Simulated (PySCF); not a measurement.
ECD: `C#C[C@H]1[C@H]([O-])C1(F)F`, [C5H3F2O]-, charge -1

Molfile (atoms numbered from 1):
```
C5H3F2O
     RDKit          3D

 11 11  0  0  0  0  0  0  0  0999 V2000
    2.1649    0.0463    1.2862 C   0  0  0  0  0  0  0  0  0  0  0  0
    1.1994   -0.2953    0.6519 C   0  0  0  0  0  0  0  0  0  0  0  0
    0.0217   -0.6447   -0.0299 C   0  0  1  0  0  0  0  0  0  0  0  0
   -1.3646    0.2138    0.1726 C   0  0  2  0  0  0  0  0  0  0  0  0
   -2.4879   -0.3390    0.3422 O   0  0  0  0  0  0  0  0  0  0  0  0
   -0.5516    0.2461   -1.0988 C   0  0  0  0  0  0  0  0  0  0  0  0
   -0.9199   -0.3442   -2.2805 F   0  0  0  0  0  0  0  0  0  0  0  0
    0.1617    1.3709   -1.4574 F   0  0  0  0  0  0  0  0  0  0  0  0
    3.0142    0.3280    1.8333 H   0  0  0  0  0  0  0  0  0  0  0  0
   -0.1376   -1.7014   -0.2116 H   0  0  0  0  0  0  0  0  0  0  0  0
   -1.0948    1.1222    0.7659 H   0  0  0  0  0  0  0  0  0  0  0  0
  1  2  3  0
  2  3  1  0
  3  4  1  0
  4  5  1  0
  4  6  1  0
  6  7  1  0
  6  8  1  0
  6  3  1  0
  1  9  1  0
  3 10  1  6
  4 11  1  1
M  CHG  1   5  -1
M  END
```

Computed, not measured: TDDFT CAM-B3LYP/def2-SVPD circular dichroism and optical rotation, one conformer, gas phase in PySCF. Geometry: GFN2-xTB.

For a gas-phase anion, states above the detachment energy (about 2.2 eV, taken as minus the energy of the highest occupied orbital) lie in the continuum and depend on the basis.

(1) What are the CIP labels of the stereocentres?

(2) List the lowest 16 singlet excitations with oscillator and rotatory strengths.

## Answers

(1) C3 S, C4 S.

(2) Rotatory strengths R in 10⁻⁴⁰ esu² cm², velocity form and length form (origin at the centre of mass); f in length form.
```csv
state,E (eV),λ (nm),f,R (velocity),R (length),main
1,4.69,265,0.002,+5.8,+3.0,"HOMO→LUMO 0.69, HOMO→LUMO+1 0.18"
2,4.76,260,0.006,-7.9,-9.4,HOMO→LUMO+2 0.73
3,5.19,239,0.009,-18.0,-12.7,"HOMO→LUMO+1 0.28, HOMO−1→LUMO 0.14"
4,5.26,236,0.088,-59.0,-61.4,"HOMO→LUMO+3 0.22, HOMO−1→LUMO 0.20"
5,5.37,231,0.041,+16.9,+14.5,"HOMO→LUMO+5 0.41, HOMO→LUMO+4 0.23"
6,5.48,226,0.069,+12.0,+11.9,"HOMO→LUMO+3 0.27, HOMO−1→LUMO+2 0.25"
7,5.57,223,0.006,-2.2,-0.7,"HOMO−1→LUMO+3 0.54, HOMO−1→LUMO+1 0.11"
8,5.72,217,0.047,+4.3,+5.1,"HOMO−1→LUMO+2 0.29, HOMO−1→LUMO 0.27"
9,5.76,215,0.030,+17.7,+20.0,"HOMO→LUMO+4 0.39, HOMO→LUMO+5 0.24"
10,5.94,209,0.036,-1.4,-0.3,"HOMO→LUMO+6 0.27, HOMO−1→LUMO+1 0.24"
11,6.03,206,0.023,-15.3,-16.4,"HOMO→LUMO+6 0.40, HOMO−1→LUMO+1 0.15"
12,6.24,199,0.067,+17.4,+18.5,"HOMO−1→LUMO+5 0.44, HOMO−1→LUMO+2 0.18"
13,6.36,195,0.034,-22.6,-22.8,"HOMO−1→LUMO+4 0.27, HOMO−1→LUMO+6 0.21"
14,6.49,191,0.059,+10.7,+11.0,"HOMO→LUMO+7 0.44, HOMO−1→LUMO+4 0.21"
15,6.62,187,0.075,+16.6,+15.1,"HOMO−1→LUMO+6 0.40, HOMO−1→LUMO+5 0.14"
16,6.78,183,0.018,+17.4,+18.4,"HOMO−2→LUMO+3 0.35, HOMO−2→LUMO+1 0.10"
```

Among the states computed, the strongest CD band (largest |R|) is state 4. The largest dissymmetry factor in size, g = 4R/(D+G), with D and G the electric and magnetic dipole strengths, is -0.014 for state 3 (velocity form, f = 0.010), among bands with |R| over 0.5. The mirror image has the same energies and oscillator strengths and all R with the opposite sign.
